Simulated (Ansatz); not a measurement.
Molecule: CH₉FNSi₂, charge 1, multiplicity 1. It need not be the lowest isomer of its formula. 
Coordinates optimised at B3LYP-D3(BJ)/def2-TZVP (Ansatz, a quantum-chemistry and plane-wave program):
```xyz
14

Si     0.7906     0.5767    -0.4113
C      1.7233    -0.9957    -0.3263
F      1.4631     1.7594     0.3987
N     -0.8047     0.3607     0.5521
Si    -1.9154    -1.0727     0.0712
H      0.3164     1.0379    -1.7186
H      1.2124    -1.7973    -0.8643
H      2.6988    -0.8565    -0.7993
H      1.8966    -1.3145     0.7035
H     -0.5738     0.2859     1.5471
H     -3.2247    -0.7433     0.6465
H     -1.2497    -2.2329     0.6751
H     -1.8715    -1.0563    -1.3973
H     -1.3321     1.2350     0.4730
```
Charge +1, spin multiplicity 1.

Basis-set convergence of Hartree-Fock and CCSD correlation energies (hartree) with Ansatz. Valence correlation only, unless marked. No spin-orbit coupling. Non-relativistic.

| basis | functions | E(HF) | E(corr, CCSD) |
|---|---|---|---|
| cc-pV(D+d)Z | 133 | -774.76921 | -0.76439 |
| cc-pV(T+d)Z | 294 | -774.87401 | -0.94001 |
| cc-pV(Q+d)Z | 563 | -774.89784 | -0.99831 |

Extrapolating the two largest sets (X = 3 and 4) as X^-3: E(corr) = (64·(-0.99831) - 27·(-0.94001))/37 = -1.0409 Eh, an estimate of the basis-set limit. The largest set recovers 95.9 % of it, the smallest 73.4 %.
